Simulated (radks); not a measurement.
Q: Valence configurations of the tantalum ion Ta2+ (all share [Xe]). Calculated with a radial shooting solver on a logarithmic mesh with Libxc functionals: scalar-relativistic Kohn-Sham, PBE, spin-polarised, spherical densities, point nucleus; open shells are filled with parallel spins first (spin-orbit coupling, left out, can overturn this in heavy ions). Order these by energy: 4f13 5d3 6s1; 4f13 5d3 6p1; 4f14 5d2 6s1; 4f14 5d3; 4f12.5 5d4 6s0.5; 4f14 5d2 6p1; 4f12 5d1 6p4; 4f13 5d4; 4f14 5d1 6p2.

A: From the lowest, in eV above it: 4f14 5d3 0.000; 4f14 5d2 6s1 0.403; 4f14 5d2 6p1 6.871; 4f14 5d1 6p2 15.020; 4f13 5d4 23.922; 4f13 5d3 6s1 25.484; 4f13 5d3 6p1 32.277; 4f12.5 5d4 6s0.5 39.288; 4f12 5d1 6p4 106.13. NIST lists [Xe] 4f14 5d3 as the ground configuration; this level of theory agrees among the configurations tried. The energies are those of spherical high-spin densities, not of single terms.
